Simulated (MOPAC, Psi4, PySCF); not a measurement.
Intermolecular potential of H2 ··· C3H9Al (SMILES [H][H] and [CH3][Al]([CH3])[CH3]). Monomers: optimised at B3LYP-D3(BJ) (def2-TZVP and def2-SVP), held rigid. Orientation: lowest of the rigid-body minima from ten starts at GFN2-xTB. Only R, the distance of the centres of mass, is varied, so the lowest point isn't the relaxed dimer.

PM6, restricted, heats of formation (MOPAC); RHF/LANL2DZ = restricted Hartree-Fock/LANL2DZ, with its core potentials past Ne, no counterpoise correction run with PySCF; SAPT0/jun-cc-pVDZ, frozen core (Psi4).

Interaction energies in kcal/mol:

```json
[
 {"R / Å": "2.19", "PM6": "23.34", "RHF/LANL2DZ": "12.68"},
 {"R / Å": "2.45", "PM6": "10.37", "RHF/LANL2DZ": "6.12"},
 {"R / Å": "2.65", "PM6": "5.59", "RHF/LANL2DZ": "3.53"},
 {"R / Å": "2.82", "PM6": "3.25", "RHF/LANL2DZ": "2.20"},
 {"R / Å": "3.03", "PM6": "1.56", "RHF/LANL2DZ": "1.21"},
 {"R / Å": "3.25", "PM6": "0.61", "RHF/LANL2DZ": "0.64"},
 {"R / Å": "3.55", "PM6": "0.03", "RHF/LANL2DZ": "0.27"},
 {"R / Å": "3.84", "PM6": "-0.13", "RHF/LANL2DZ": "0.12"},
 {"R / Å": "4.31", "PM6": "-0.10", "RHF/LANL2DZ": "0.05"},
 {"R / Å": "5.01", "PM6": "-0.02", "RHF/LANL2DZ": "0.02"},
 {"R / Å": "6.01", "PM6": "0.00", "RHF/LANL2DZ": "0.02"},
 {"R / Å": "7.34", "PM6": "0.00", "RHF/LANL2DZ": "0.01"}
]
```

**Question.** Estimate the SAPT0/jun-cc-pVDZ values at these points.

**Answer.** 2.19: 9.39; 2.45: 4.24; 2.65: 2.35; 2.82: 1.44; 3.03: 0.79; 3.25: 0.42; 3.55: 0.18; 3.84: 0.08; 4.31: 0.03; 5.01: 0.02; 6.01: 0.01; 7.34: 0.01 (kcal/mol).
